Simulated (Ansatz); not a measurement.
The Al1–H2 bond of AlH3Se (SMILES [AlH2][SeH]) is stretched (multiplicity 1, the rest rigid).
Geometry at rest (charge 0, multiplicity 1):
```xyz
5

Al     0.36409     0.02746    -1.55731
H     -0.69852    -0.56977    -2.55207
H      1.74544     0.64239    -1.99375
Se    -0.20120    -0.03048     0.69658
H      1.06056     0.60674     1.10718
```

Correlated levels freeze the cores. Filled d and f shells under p-block atoms count as core.

The values were computed with Ansatz (Gaussian orbitals). 

Energies above the point at 1.573 Å (the B3LYP-D3(BJ) bond length), FIC-MRCISD+Q on CASSCF(2,2)/def2-TZVPP (kcal/mol): 4.98 at 1.416 Å; 3.20 at 1.731 Å; 87.15 at 5.035 Å.

Question: Take the last value as the depth D of a Morse curve D(1 − e^(−a(R − R₀)))², fit a and R₀ to the two near points, and test it at 2.124 and 2.753 Å.

Answer: 
With D = 87.2, both near points (counted from the curve's value at 1.573 Å) are met by a = 1.36 Å⁻¹ and R₀ = 1.574 Å, so k = 2Da² = 321 kcal/(mol Å²). The curve then gives 24.1 and 55.6 kcal/mol; the level itself gives 24.9 and 60.3, so Morse is off by -0.8 and -4.8.

Ansatz is an electronic-structure program.
